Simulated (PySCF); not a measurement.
**Electron correlation in Sn⁺ (tin, charge +1)**

[Kr] 4d10 5s2 5d1, 2D determinant (an excited configuration). All numbers are calculated (PySCF 2.14, the spin-free X2C one-electron Hamiltonian (Gaussian nucleus), in aug-cc-pwCVTZ-DK3 (10s9p7d4f1g, 109 functions)). Frozen: [Kr] 4d10; 3 electrons correlated.

```
  level  correlation energy (mhartree)
   CCSD                         -75.36
    (T)                         -13.81
CCSD(T)                         -89.17
```

Diagnostics: T1 = 0.085, D1 = 0.2057, largest double amplitude 0.637.

The outer electron is Rydberg-like, and this basis confines it to a smaller radius and binds it less than a complete one would. T1 exceeds 0.03, a sign that the reference determinant is poor. A double-excitation amplitude exceeds 0.15, a sign of near-degeneracy.

Cost of the coupled-cluster step: about 12 core-seconds, for 3 correlated electrons.
